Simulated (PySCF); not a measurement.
Species: C2H7ClOSi3.
SMILES with atom numbers: `[SiH3:1][C:2]#[C:3][SiH2:4][O:5][SiH2:6][Cl:7]` (hydrogens: H8, H9, H10 on Si1; H11, H12 on Si4; H13, H14 on Si6)

Structure used (GFN2-xTB), in Å, numbered top down from 1:
```xyz
14
C2H7ClOSi3 angstrom
Si     3.2107    1.0075    0.1491
C      1.7184    0.0192   -0.3199
C      0.7337   -0.6177   -0.6232
Si    -0.8194   -1.5393   -1.0226
O     -2.0707   -0.7931   -0.2800
Si    -2.8402    0.3380    0.5656
Cl    -1.5449    1.2507    1.7938
H      4.0971    1.0560   -1.0180
H      3.8723    0.3362    1.2708
H      2.7721    2.3533    0.5230
H     -0.7971   -2.8834   -0.4489
H     -1.1233   -1.4605   -2.4506
H     -3.3673    1.3109   -0.3808
H     -3.8420   -0.3782    1.3396
```

Computed with TDDFT B3LYP/def2-SVPD, vertical, gas phase, core orbitals frozen in the response in PySCF.

Transition dipole moments from the ground state, in atomic units and in the frame of the coordinates above (overall signs are arbitrary), for the states with f of 0.002 or more among the lowest 8:

| state | E (eV) | μx | μy | μz |
| --- | --- | --- | --- | --- |
| S2 | 5.718 | 0.144 | 0.079 | -0.058 |
| S4 | 6.532 | 0.099 | -0.006 | 0.070 |
| S5 | 7.043 | -0.696 | -0.532 | -0.255 |
| S7 | 7.191 | 0.735 | 0.248 | 0.059 |
| S8 | 7.213 | 0.642 | 0.203 | 0.039 |

(1) Work out the oscillator strengths.

(2) What angle do the transition dipoles of S7 and S8 make?

(3) How is the summed strength of these states shared among x, y and z?

(4) What peak molar absorption coefficient would the strongest computed level give as a lone Gaussian band 0.3 eV wide at half height?

## Answers

(1) f = (2/3) ΔE |μ|² with ΔE in hartree (27.2114 eV).

| state | \|μ\|² (au) | \|μ\| (D) | f |
| --- | --- | --- | --- |
| S2 | 0.030 | 0.44 | 0.004 |
| S4 | 0.015 | 0.31 | 0.002 |
| S5 | 0.832 | 2.32 | 0.144 |
| S7 | 0.605 | 1.98 | 0.107 |
| S8 | 0.455 | 1.71 | 0.080 |

(2) |cos θ| = |μa·μb| / (|μa| |μb|) = 1.00, so θ ≈ 2° (taken between 0 and 90°, since the signs are arbitrary).

(3) (2/3) Σ ΔE μα² gives 0.256 for x, 0.068 for y and 0.013 for z, 0.337 in all.

(4) ε(max) = 2.175×10⁸ f / FWHM, with the width in cm⁻¹. S5: 2.175×10⁸ × 0.1436 / 2420 ≈ 13000 L mol⁻¹ cm⁻¹.

One conformer stands for the species.
